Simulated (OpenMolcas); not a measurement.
## Computed transition rates of C

- Program: OpenMolcas 26.06
- Method: SS-CASPT2, IPEA 0.25 Eh, imaginary shift 0.1 Eh (closed shells correlated: 1s 2s)
- Basis: ANO-RCC-VQZP [5s4p3d2f1g]
- Scalar Hamiltonian: DKH2, point nucleus
- Active space: 2 electrons in 3 orbitals (2p)
- State averaging: 2S+1 = 3 even, 3 roots; 2S+1 = 1 even, 6 roots
- Spin-orbit coupling: RASSI with atomic mean-field integrals over the reference wave functions, term energies averaged over their components

Rates come from the transition moments of the reference wave functions (E1 and E2 in the length form). At fixed line strength A goes as λ^-3 for E1 and M1 and as λ^-5 for E2, so a rate at the computed wavelength can be rescaled to the measured one. Measured vacuum wavelengths follow from level energies in NIST Handbook of Basic Atomic Spectroscopic Data. Branching counts decays inside the model space alone, at computed energies, and the table is only a selection of the E2 and M1 lines, drawn from those between levels with measured partners whose computed energy lies within a factor of 1.5 of the measured one.

```tsv
Upper	Lower	Type	λ computed (nm)	λ measured (nm)	A computed (s-1)	A rescaled (s-1)	Branching %
2s² 2p² ¹S₀	2s² 2p² ¹D₂	E2	784.5	873	1.01e+00	5.92e-01	99.8
2s² 2p² ¹D₂	2s² 2p² ³P₂	M1	1008	985.3	1.87e-04		74.5
2s² 2p² ¹D₂	2s² 2p² ³P₁	M1	1005	982.7	6.29e-05		25.1
```

Spin-changing lines and M1 lines between different terms are not rescaled, since their strength hangs on the term gaps too.

The largest correction is for 2s² 2p² ¹S₀ → 2s² 2p² ¹D₂ (E2): 1.01e+00 × (784.5 / 873)^5 = 5.92e-01 s-1, a factor of 0.59.

No measured rate stands beside these. Rescaling mends the energy factor alone: line strengths can still be far off where a level mixes with configurations outside the active space, and weak or spin-changing lines hang on small mixing coefficients that depend on the term gaps too, so rescaling need not improve them.

CASPT2 breaks the degeneracy within a term, and the mean is taken; among the terms shown or strongly mixed into the levels shown the widest spread is 77 cm-1 (2s² 2p² ¹D). With the s shell closed, the reference lacks s² → p² mixing. Computed and measured levels are paired by configuration, term and J; levels that our copy of the source lacks, or whose pairing is in doubt (as where it misses far off the trend of its configuration), stay unpaired. Only configurations of the active space appear.
